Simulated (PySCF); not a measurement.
## From computed data to an observable: oscillator strength and radiative lifetime

BeH2S2, SMILES [SH][Be][SH].

Geometry optimised at r2SCAN-D4/def2-TZVP. Other conformers were not sampled.

TDA-LC-ωPBE/def2-SVPD run with PySCF 2.14.0 puts the first singlet state with f over 0.02 at 6.80 eV (vertical), with the transition dipole (0.000, 0.000, -0.599) in atomic units.

Question: Find the oscillator strength, the wavelength and the radiative lifetime that this transition would have in vacuum if emission retraced absorption.

Answer: 
|μ|² = 0.3588 au, so |μ| = 1.52 D. ΔE = 6.80/27.211 = 0.2499 hartree. f = (2/3) ΔE |μ|² = 0.060 (the program prints 0.060).
λ = 1239.84/6.80 = 182 nm; ν = 54846 cm⁻¹.
Einstein's coefficient A = 0.6670 ν² f s⁻¹ (ν in cm⁻¹) = 1.2e8 s⁻¹, so τ = 1/A = 8.3 ns. This state is S3; the lower singlets have f = 0.000, 0.001. The figure is the radiative limit of this one transition; relaxation, internal conversion, crossing to triplets and a medium change what is measured.
